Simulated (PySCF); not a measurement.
These 2 structures share the formula CH8AsNSi. Computed with PBE0-D3(BJ)/def2-SVP geometry optimisation, gas phase (PySCF 2.14.0). Energies are electronic, without zero-point or thermal terms, for one conformer each. No frequencies were run at this level. Point groups hold within 0.08 Å.

Question: Order them by energy at this level, lowest first, and give relative energies in kcal/mol.
A. `[CH3:1][NH:2][SiH2:3][AsH2:4]` with C1–N2–Si3–As4 67°, N2–Si3–As4–H -166° and -74°
B. `[CH3:1][AsH:2][SiH2:3][NH2:4]` with C1–As2–Si3–N4 -75°, As2–Si3–N4–H -168° and 53°

Answer: B (0.0), A (6.3).

```json
{"SMILES": "C[AsH][SiH2]N", "E (Eh)": "-2622.12341", "E rel (kcal/mol)": "0.0", "dipole (D)": "2.02", "point group": "C1", "A, B, C (MHz)": "5733, 1956, 1716"}
{"SMILES": "CN[SiH2][AsH2]", "E (Eh)": "-2622.11338", "E rel (kcal/mol)": "6.3", "dipole (D)": "1.38", "point group": "C1", "A, B, C (MHz)": "6924, 1495, 1310"}
```

Question: As an exercise, what shares would exp(−E/RT) give at 1000 K from these electronic energies alone (no entropy, no degeneracies)?

Answer: RT = 1.987 kcal/mol: C[AsH][SiH2]N 96.0 %, CN[SiH2][AsH2] 4.0 %.
